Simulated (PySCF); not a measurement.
(Z)-1-chlorobut-1-ene (C4H7Cl), SMILES CC/C=C\Cl.

Coordinates come from a PBE-D3(BJ)/def2-SVP optimisation. One conformer was computed; it need not be the lowest.

Calculation: PySCF with TDA-LC-ωPBE/def2-SVPD.

Vertical excitations. The molecule is in vacuum.

```csv
state,energy (eV),λ (nm),f,main pairs
S1,7.07,175,0.004,"HOMO→LUMO+1 26 %, HOMO→LUMO+2 24 %, HOMO→LUMO+9 12 %, HOMO→LUMO+5 9 %"
S2,7.34,169,0.528,HOMO→LUMO 80 %
S3,7.66,162,0.006,"HOMO→LUMO+2 44 %, HOMO→LUMO+1 40 %"
S4,7.89,157,0.001,HOMO−1→LUMO 77 %
S5,8.34,149,0.006,"HOMO−1→LUMO+2 36 %, HOMO−1→LUMO+1 21 %, HOMO−1→LUMO+9 10 %, HOMO−1→LUMO+5 6 %"
S6,8.56,145,0.020,"HOMO→LUMO+5 35 %, HOMO→LUMO+4 12 %, HOMO→LUMO+2 12 %, HOMO−2→LUMO 6 %"
S7,8.65,143,0.001,"HOMO−2→LUMO 33 %, HOMO−3→LUMO 28 %, HOMO→LUMO+5 7 %, HOMO−5→LUMO 5 %"
S8,8.87,140,0.013,"HOMO→LUMO+3 53 %, HOMO→LUMO+5 23 %"
S9,9.09,136,0.021,"HOMO→LUMO+4 61 %, HOMO→LUMO+3 13 %"
S10,9.24,134,0.002,"HOMO−2→LUMO 35 %, HOMO−3→LUMO 34 %"
T1,3.95,314,0,"HOMO→LUMO 70 %, HOMO→LUMO+1 12 %"
T2,6.41,193,0,"HOMO→LUMO+2 25 %, HOMO→LUMO+1 22 %, HOMO→LUMO+9 15 %, HOMO→LUMO+5 10 %"
T3,7.43,167,0,"HOMO−1→LUMO+2 31 %, HOMO−1→LUMO+9 14 %, HOMO−1→LUMO+1 14 %, HOMO−1→LUMO+5 9 %"
T4,7.49,166,0,"HOMO→LUMO+1 40 %, HOMO→LUMO+2 37 %"
```
Triplets are in the Tamm–Dancoff approximation.
